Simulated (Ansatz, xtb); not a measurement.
# Relative energy of two isomers of Cl3HSeSn

Structure a is `Cl[Se][SnH]([Cl])[Cl]`, a singlet and structure b is `[Cl][Sn]([Cl])([Cl])[SeH]`, a singlet. Both are isolated molecules in the gas phase, relaxed with PBE0-D4/def2-SVP; each stands in its lowest conformer found.

a (Å):

```yaml
atoms:
  - { symbol: Cl, position_ang: [0.7360, 4.4911, -0.9839] }
  - { symbol: Cl, position_ang: [3.8396, 0.1637, 0.2225] }
  - { symbol: Cl, position_ang: [0.9609, 0.2811, -2.1850] }
  - { symbol: Se, position_ang: [2.7755, 3.6600, -1.0397] }
  - { symbol: Sn, position_ang: [1.9215, 1.3728, -0.3558] }
  - { symbol: H, position_ang: [0.7948, 1.4218, 0.9187] }
```

b (Å):

```yaml
atoms:
  - { symbol: Cl, position_ang: [-1.1554, -1.5020, 1.5153] }
  - { symbol: Cl, position_ang: [2.4477, -1.0490, 0.4825] }
  - { symbol: Cl, position_ang: [-0.3064, -1.2122, -2.0946] }
  - { symbol: Se, position_ang: [0.1147, 2.0838, 0.1857] }
  - { symbol: Sn, position_ang: [0.2594, -0.4107, 0.0192] }
  - { symbol: H, position_ang: [-1.3179, 2.0261, -0.1543] }
```

Quicker runs give these differences E(b) − E(a): GFN2-xTB −15.7 kcal/mol; HF/STO-3G −44.6 kcal/mol (at GFN2-xTB geometries); r2SCAN-D4/def2-SVP −40.4 kcal/mol (at GFN2-xTB geometries).

Q: Estimate E(b) − E(a) at the level CCSD(T)/def2-SVP + ΔMP2/def2-TZVPP.

A: Calculated at CCSD(T)/def2-SVP + ΔMP2/def2-TZVPP: E(b) − E(a) = −35.3 kcal/mol, so structure b lies lower.

Level by level:

| level | geometry | E(b) − E(a) (kcal/mol) | departure from the last row (kcal/mol) | job, with rough time for the two |
| --- | --- | --- | --- | --- |
| GFN2-xTB | GFN2-xTB | −15.7 | +19.6 | optimisation, 0.3 s |
| HF/STO-3G | GFN2-xTB | −44.6 | −9.3 | single point, 3.4 s |
| r2SCAN-D4/def2-SVP | GFN2-xTB | −40.4 | −5.1 | single point, 5.6 s |
| PBE0-D4/def2-SVP | PBE0-D4/def2-SVP | −36.0 | −0.7 | optimisation, 84 s |
| HF/def2-SVP | PBE0-D4/def2-SVP | −39.3 | −4.1 | part of the CCSD(T) run |
| MP2/def2-SVP | PBE0-D4/def2-SVP | −41.2 | −5.9 | part of the CCSD(T) run |
| CCSD(T)/def2-SVP | PBE0-D4/def2-SVP | −38.6 | −3.4 | single point |
| CCSD(T)/def2-SVP + ΔMP2/def2-TZVPP | PBE0-D4/def2-SVP | −35.3 |  | single point, 61 s |

As drawn, b has 1 Cl–Sn, 1 Se–H in place of 1 Cl–Se, 1 Sn–H.

The levels shown agree on the order. The largest departure from CCSD(T)/def2-SVP + ΔMP2/def2-TZVPP is that of GFN2-xTB, 19.6 kcal/mol. The last row adds to CCSD(T) the change of the MP2 difference between the two basis sets, here +3.4 kcal/mol, a large step that makes the value less sure.

With thermal terms from frequencies at re-optimised GFN2-xTB minima (ideal gas, soft modes damped towards free rotors, one conformer each, 298.15 K, 1 atm): the zero-point term adds +0.9 kcal/mol; ΔH is −34.2 and ΔG −34.6 kcal/mol.

The correlated steps freeze 28 core orbitals; the filled d shell of Se and Sn is correlated, in a basis made for valence electrons. Atoms past krypton carry core potentials in the def2 sets, other sets are all-electron and non-relativistic, and no spin–orbit term is included. Run with Ansatz 0.2.0, xtb 6.7.1; the last row on 2 threads of Intel(R) Xeon(R) Platinum 8259CL CPU @ 2.50GHz (Skylake/Cascade Lake) on a shared host.
